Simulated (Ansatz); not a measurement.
Input and output for `[OH][Ta]([OH])([OH])([F])[F]`.

```yaml
crystal:
  periodic: [false, false, false]
  atoms:
    - {symbol: O, position_ang: [0.519354, -1.717807, 0.209970]}
    - {symbol: Ta, position_ang: [0.181320, 0.132761, 0.232284]}
    - {symbol: O, position_ang: [2.022049, 0.646805, -0.515070]}
    - {symbol: O, position_ang: [-1.794709, 0.069363, 0.638006]}
    - {symbol: F, position_ang: [-0.563720, 0.915276, -1.544071]}
    - {symbol: F, position_ang: [0.458819, 0.971806, 1.761897]}
    - {symbol: H, position_ang: [-0.246814, -2.342960, 0.398649]}
    - {symbol: H, position_ang: [2.296076, 1.038128, -1.201905]}
    - {symbol: H, position_ang: [-2.575429, 0.496644, 0.208342]}
basis:
  gaussian: {orbitals: def2-TZVPD, final_grid: {core_spheres: 20, valence_spheres: 16, degree: 47}}
magnetization: {spin_polarized: true, initial_magnetization: 2}
hamiltonian: {xc: {name: PBE0-DH}}
scf: {lower_state_search: light}
output: {forces: true}
```

```sh
$ ansatz run in.yaml --threads 4 --pin off --events-out ev --progress --plain --max-ram 11315MiB
```

Output, abridged:

```
Functional definition: PBE0-DH
1870 factors; integrals over basis functions are off by at most 9.0e-4 eV
mean field evaluation 1: about -13150.9124 eV, gradient 5.9e1 eV
mean field evaluation 2: about -13151.0272 eV, gradient 5.9e1 eV
mean field evaluation 4: about -13159.0995 eV, gradient 2.8e1 eV
mean field evaluation 8: about -13162.0234 eV, gradient 1.2e0 eV
mean field evaluation 16: about -13162.1024 eV, gradient 9.9e-2 eV
mean field evaluation 32: about -13162.1038 eV, gradient 8.8e-3 eV
mean field evaluation 64: about -13162.1034 eV, gradient 3.1e-2 eV
mean field evaluation 128: about -13162.0961 eV, gradient 1.8e-1 eV
mean field -13162.14051730 eV, -483.6997423914 hartree, gradient 2.8e-6 eV, S^2 2.005986; 14 other end points of the search recorded, 0 dependent functions left out
5 core orbitals not correlated: weight in the atoms' cores, before any rotation towards them, 1.000 or more for the frozen orbitals, at most 0.000 for the correlated occupied ones
reference -13162.14055374 eV, -483.6997437306 hartree; 25, 23 occupied and 240, 242 virtual orbitals, 1870 factors
second order -50.54547663 eV of doubles, -0.00000000 eV of singles
Total energy: -13168.45873832 eV, -483.9319327313 hartree
Atom 0 at     0.519354    -1.717807     0.209970 Å, force    -0.951263    -2.369081     0.202000 eV/Å
Atom 1 at     0.181320     0.132761     0.232284 Å, force    -8.371717     0.519516    -3.639127 eV/Å
Atom 2 at     2.022049     0.646805    -0.515070 Å, force    -0.146573    -4.651526     7.989404 eV/Å
Atom 3 at    -1.794709     0.069363     0.638006 Å, force    -0.078459    -0.271660    -0.248602 eV/Å
Atom 4 at    -0.563720     0.915276    -1.544071 Å, force     1.577628    -0.709819     1.571663 eV/Å
Atom 5 at     0.458819     0.971806     1.761897 Å, force     1.385506     1.920074     3.143822 eV/Å
Atom 6 at    -0.246814    -2.342960     0.398649 Å, force     1.559766     1.207634    -0.448050 eV/Å
Atom 7 at     2.296076     1.038128    -1.201905 Å, force     3.279035     4.950509    -9.002722 eV/Å
Atom 8 at    -2.575429     0.496644     0.208342 Å, force     1.746077    -0.595646     0.431613 eV/Å
Dipole moment:     0.859601     0.117646    -0.263970 e Å
```

Hardware: 4 threads of an Arm Neoverse V2 on a shared host. Wall time 3.5 min, peak host memory 1.6 GiB.
